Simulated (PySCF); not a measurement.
A run for PySCF: D3(BJ) and D4 dispersion corrections on GeH2O (SMILES [OH][GeH]), a point of a torsion scan.

```python
from pyscf import gto
from pyscf.dispersion import dftd3, dftd4

mol = gto.M(
    atom='''
    O    -0.82043617    0.27932684    0.28741339
    Ge    0.78076578    0.62335992   -0.36813298
    H    -1.39572270   -0.37371036   -0.10742731
    H     1.04843074    1.75511724    0.80133577
    ''',
    basis='def2-svp',
    charge=0, spin=0, verbose=0, max_memory=1800)
d3, d4 = {}, {}
for xc in ['hf', 'pbe', 'blyp', 'revpbe', 'tpss', 'r2scan', 'b3lyp', 'pbe0', 'bhlyp', 'camb3lyp', 'b2plyp']:
    d3[xc] = float(dftd3.DFTD3Dispersion(mol, xc=xc, version='d3bj', atm=False).get_dispersion()['energy'])
    print(f'D3(BJ) {xc:10s} {d3[xc]:14.8f} Eh')
for xc in ['hf', 'pbe', 'blyp', 'revpbe', 'tpss', 'r2scan', 'b3lyp', 'pbe0', 'bhlyp', 'camb3lyp', 'b2plyp']:
    d4[xc] = float(dftd4.DFTD4Dispersion(mol, xc={'camb3lyp': 'cam-b3lyp'}.get(xc, xc), atm=True).get_dispersion()['energy'])
    print(f'D4     {xc:10s} {d4[xc]:14.8f} Eh')
```

The log:

```
D3(BJ) hf            -0.01712432 Eh
D3(BJ) pbe           -0.00162341 Eh
D3(BJ) blyp          -0.00369932 Eh
D3(BJ) revpbe        -0.00416851 Eh
D3(BJ) tpss          -0.00206781 Eh
D3(BJ) r2scan        -0.00040378 Eh
D3(BJ) b3lyp         -0.00304649 Eh
D3(BJ) pbe0          -0.00140954 Eh
D3(BJ) bhlyp         -0.00252840 Eh
D3(BJ) camb3lyp      -0.00130814 Eh
D3(BJ) b2plyp        -0.00146383 Eh
D4     hf            -0.00653093 Eh
D4     pbe           -0.00165467 Eh
D4     blyp          -0.00378298 Eh
D4     revpbe        -0.00533499 Eh
D4     tpss          -0.00223808 Eh
D4     r2scan        -0.00034930 Eh
D4     b3lyp         -0.00272988 Eh
D4     pbe0          -0.00136197 Eh
D4     bhlyp         -0.00212377 Eh
D4     camb3lyp      -0.00137457 Eh
D4     b2plyp        -0.00112768 Eh
```

The run finished.

Cost: about 0.03 core-seconds (a rough figure).
